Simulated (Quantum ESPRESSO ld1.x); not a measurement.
One sound ld1.x (Quantum ESPRESSO 7.5) input for the sulfur ion S3+ gives E = -395.3369 hartree in 16 iterations:

```
 &input
    zed=16.0,
    iswitch=1,
    rel=1,
    lsd=1,
    dft='SLA-VWN',
    config='[Ne] 3s2 3p1',
    prefix='ld1',
    max_out_wfc=37,
    file_charge='ld1.rho',
 /
```

Changed or added lines, one case at a time, and what came of them:

- isic=1 latt=1: refused. The program stops in ld1_readin with "isic and latter correction not allowed": the two corrections exclude each other.
- config='[Ne] 3s2 3p1 3p1': ran as typed. The string holds 14 electrons for Z = 16, so the species has charge 2 and is not the one meant. The run is valid for that other species.
- relpert=.true. (without lsd): refused. The program stops in ld1_readin with "perturbative SO-splitting for AE calculations with rel=0 only": the perturbative correction needs rel = 0.
- rel=2: refused. The program stops in ld1_readin with "local spin density and spin-orbit not allowed": spin polarisation goes with rel = 0 or 1 alone.
- rel=3: refused. The program stops in ld1_readin with "wrong rel": rel takes 0, 1 or 2.
- dft='BLYP': silently wrong. The run ends normally, but in this build (ld1.x 7.5) Etot and Exc of a spin-polarised run lack the gradient corrections of exchange and correlation and come out near their LSDA values (nitrogen, PBE: -54.132 hartree against -54.536 from two other codes). The eigenvalues and orbitals are those of the GGA; the energies must not be used.
- nspin=1: refused. The program stops in ld1_readin with "reading input namelist": the namelist holds a keyword that &input does not know.
